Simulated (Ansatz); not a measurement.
PbS₂ (the lowest singlet isomer of a short search), 3 atoms. Hardware: 4 threads of AMD EPYC 7R43 on a shared host.

In the def2 sets Pb takes a core potential; there is no spin–orbit coupling. Correlated methods freeze 14 core orbitals; core or outer-core shells of Pb are correlated, in sets that lack core-valence functions.

(1) How many basis functions does each of these Ansatz runs have, and roughly what does it cost? HF/def2-TZVP, charge 0 singlet, energy, from earlier orbitals; LDA (SPW92)/def2-TZVP, charge 0 quintet, energy, from earlier orbitals; RPA@PBE/def2-TZVP, charge 0 triplet, energy, from earlier orbitals; CCSD(T)/def2-TZVPD, charge 0 singlet, energy, from earlier orbitals; CCSD(T)/def2-TZVPP, charge 0 triplet, energy, from earlier orbitals; BHLYP-D4/def2-TZVP, charge 0 singlet, energy, from earlier orbitals; CCSD(T)/def2-TZVPD, charge -1 doublet at the geometry of the charge 0 singlet, energy, from earlier orbitals; r2SCAN-D4/def2-TZVPD, charge 0 singlet, energy, from earlier orbitals; B3LYP-D4/def2-TZVP, charge 0 quintet, energy, from earlier orbitals; PBE-D4/def2-TZVPD, charge -1 doublet at the geometry of the charge 0 singlet, energy, from earlier orbitals; CCSD(T)/def2-TZVPP, charge 0 singlet, energy, from earlier orbitals; r2SCAN-D4/def2-TZVP, charge 0 unrestricted singlet, energy, from earlier orbitals.

## Answers

(1) Other jobs shared the machine, so times can vary by a factor of up to 3. A dash marks memory too small to be measured apart from the calling script's.

```json
{"run": "HF/def2-TZVP, charge 0 singlet, energy, from earlier orbitals", "functions": "124", "fitting or Cholesky vectors": "1216", "wall time": "1 s", "peak host memory (GiB)": "–"}
{"run": "BHLYP-D4/def2-TZVP, charge 0 singlet, energy, from earlier orbitals", "functions": "124", "fitting or Cholesky vectors": "1083", "wall time": "1.2 s", "peak host memory (GiB)": "–"}
{"run": "LDA (SPW92)/def2-TZVP, charge 0 quintet, energy, from earlier orbitals", "functions": "124", "fitting or Cholesky vectors": "904", "wall time": "1.3 s", "peak host memory (GiB)": "–"}
{"run": "PBE-D4/def2-TZVPD, charge -1 doublet at the geometry of the charge 0 singlet, energy, from earlier orbitals", "functions": "148", "fitting or Cholesky vectors": "982", "wall time": "2.6 s", "peak host memory (GiB)": "–"}
{"run": "RPA@PBE/def2-TZVP, charge 0 triplet, energy, from earlier orbitals", "functions": "124", "fitting or Cholesky vectors": "926", "wall time": "2.7 s", "peak host memory (GiB)": "–"}
{"run": "r2SCAN-D4/def2-TZVPD, charge 0 singlet, energy, from earlier orbitals", "functions": "148", "fitting or Cholesky vectors": "982", "wall time": "2.9 s", "peak host memory (GiB)": "–"}
{"run": "r2SCAN-D4/def2-TZVP, charge 0 unrestricted singlet, energy, from earlier orbitals", "functions": "124", "fitting or Cholesky vectors": "904", "wall time": "3.7 s", "peak host memory (GiB)": "–"}
{"run": "CCSD(T)/def2-TZVPP, charge 0 singlet, energy, from earlier orbitals", "functions": "134", "fitting or Cholesky vectors": "974", "wall time": "7 s", "peak host memory (GiB)": "0.57"}
{"run": "B3LYP-D4/def2-TZVP, charge 0 quintet, energy, from earlier orbitals", "functions": "124", "fitting or Cholesky vectors": "972", "wall time": "7.5 s", "peak host memory (GiB)": "–"}
{"run": "CCSD(T)/def2-TZVPD, charge 0 singlet, energy, from earlier orbitals", "functions": "148", "fitting or Cholesky vectors": "1103", "wall time": "9.5 s", "peak host memory (GiB)": "0.73"}
{"run": "CCSD(T)/def2-TZVPP, charge 0 triplet, energy, from earlier orbitals", "functions": "134", "fitting or Cholesky vectors": "970", "wall time": "12 s", "peak host memory (GiB)": "1"}
{"run": "CCSD(T)/def2-TZVPD, charge -1 doublet at the geometry of the charge 0 singlet, energy, from earlier orbitals", "functions": "148", "fitting or Cholesky vectors": "1103", "wall time": "26 s", "peak host memory (GiB)": "1.6"}
```
